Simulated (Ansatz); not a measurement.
C3H9GaS3, SMILES `C[S][Ga]([S]C)[S]C`, 16 atoms. Charge 0, multiplicity 1. Correlated methods include outer-core shells of Ga, which these sets cover unevenly. Scalar relativity is left out up to krypton. Hardware: A = 2 threads of an AMD EPYC 7R13 on a shared host and a share of an NVIDIA H100 80 GB; B = 2 threads of an AMD EPYC 7R13 on a shared host. Correlated methods freeze the cores.

**Question.** How many basis functions does each run have, and how long does it take in Ansatz? RKS LC-ωPBE/def2-TZVPP energy [A]; RKS HSE06 (plane-wave form)-D4/def2-TZVPP energy [A]; RKS B3LYP-D4/def2-TZVPP energy and forces [A]; RKS PBE0-D4/def2-TZVP frequencies [A]; RHF-CCSD(T)/def2-TZVPP energy [A]; RKS PBE0-D4/def2-SVP energy [B]; RKS ωB97M-V/def2-TZVPP energy and forces [A]; RKS PBE0-D4/def2-QZVPP energy [A]; RKS ωB97M-V/def2-QZVPP energy [A]; RHF-CCSD(T)/def2-SVP energy [A]; direct RPA on PBE orbitals/def2-TZVPP energy [A]; RHF-MP2/def2-QZVPP energy [A]. (Estimate.)

**Answer.** Computed: Other jobs shared the machine, so times are rough.

```
                                    level                    job  functions  wall time  peak host memory (GiB)
                     RHF-CCSD(T)/def2-SVP             energy [A]        173      3.8 s                    0.82
                   RKS ωB97M-V/def2-TZVPP  energy and forces [A]        393      5.5 s                     1.1
                     RKS PBE0-D4/def2-SVP             energy [B]        173      5.5 s                    0.82
RKS HSE06 (plane-wave form)-D4/def2-TZVPP             energy [A]        393        7 s                    0.93
                  RKS B3LYP-D4/def2-TZVPP  energy and forces [A]        393      8.5 s                       1
                   RKS LC-ωPBE/def2-TZVPP             energy [A]        393        9 s                    0.93
                   RKS PBE0-D4/def2-QZVPP             energy [A]        740       12 s                     1.3
                   RKS ωB97M-V/def2-QZVPP             energy [A]        740       12 s                     1.4
                       RHF-MP2/def2-QZVPP             energy [A]        740       12 s                     1.3
    direct RPA on PBE orbitals/def2-TZVPP             energy [A]        393       12 s                     1.7
                   RHF-CCSD(T)/def2-TZVPP             energy [A]        393       24 s                    0.88
                    RKS PBE0-D4/def2-TZVP        frequencies [A]        306    3.3 min                       1
```

B3LYP here is the variant with VWN-RPA as its local correlation; programs differ in this. LC-ωPBE has ω = 0.4 bohr⁻¹.
